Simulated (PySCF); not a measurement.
Question: Give a BHandHLYP/def2-SVP geometry of `C1(=C(F)C(O)=O)CC1`.

Answer: 
Z-matrix in Å and degrees, rows numbered from 1:
```
O 
C   1  1.1935
O   2  1.3258  1  123.69
C   2  1.4825  1  123.93  3  -179.98
F   4  1.3276  2  115.37  1  -179.52
C   4  1.3136  2  122.70  1     0.53
C   6  1.4518  4  147.97  2    -0.30
C   6  1.4567  4  149.08  2   179.77
H   3  0.9601  2  107.39  1    -0.10
H   7  1.0870  6  117.81  8   108.10
H   7  1.0870  6  117.93  8  -108.11
H   8  1.0874  6  118.02  7   107.69
H   8  1.0873  6  118.10  7  -107.76
```

The 3-membered ring C6–C7–C8 has internal angles of 58.4° to 63.0°. The 5 C–C bonds span 1.314 Å (C4=C6, drawn double) to 1.519 Å (C7–C8, drawn single), a spread of 0.205 Å. The C–O distances run from 1.194 Å (O1=C2, drawn double) to 1.326 Å (C2–O3, drawn single), a spread of 0.132 Å. The 8 heavy atoms lie in one plane (0.004 Å rms).

The calculation used BHandHLYP/def2-SVP geometry optimisation, gas phase (PySCF).

Point group: Cs (tolerance 0.08 Å). No frequency check. The numbers are those of one conformer (O1–C2–O3–H 0°, O1–C2–C4–F5 180°).
